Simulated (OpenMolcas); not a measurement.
Multiplet structure of P2+

| Item | Value |
| --- | --- |
| Program | OpenMolcas |
| Method | CASSCF |
| Basis | ANO-RCC-VTZP [5s4p2d1f] |
| Scalar Hamiltonian | DKH2, point nucleus |
| Active space | 1 electron in 3 orbitals (3p) |
| State averaging | 2S+1 = 2 odd, 3 roots |
| Spin-orbit coupling | RASSI with atomic mean-field integrals over the reference wave functions, term energies averaged over their components |

Spin-free terms above the lowest, with the occupations of the reference:

```tsv
Configuration	Term	E (cm⁻¹)	Occupations
3s² 3p	²P°	0.0	3p 1.00
```

With spin-orbit coupling, above the lowest level:

```
Configuration  Term    J  E (cm⁻¹)  Measured (cm⁻¹)  Term weight %
       3s² 3p   ²P°  1/2       0.0              0.0            100
       3s² 3p   ²P°  3/2       501              559            100
```

Against the measured value (Martin, Zalubas and Musgrove, J. Phys. Chem. Ref. Data 14, 751 (1985)): 3s² 3p ²P°_3/2: computed 501, measured 559 cm⁻¹ (-10.4 %).

Spin-orbit coupling puts the lowest level 334 cm⁻¹ below the lowest spin-free term.

With one active electron the reference holds no correlation, so core polarisation is missing. Computed and measured levels are paired by configuration, term and J; levels that our copy of the source lacks, or whose pairing is in doubt (as where it misses far off the trend of its configuration), stay unpaired and out of the deviations. Only configurations of the active space appear.

The term weight is that of the spin-free term in the level, not the purity of its configuration. ° marks odd parity.
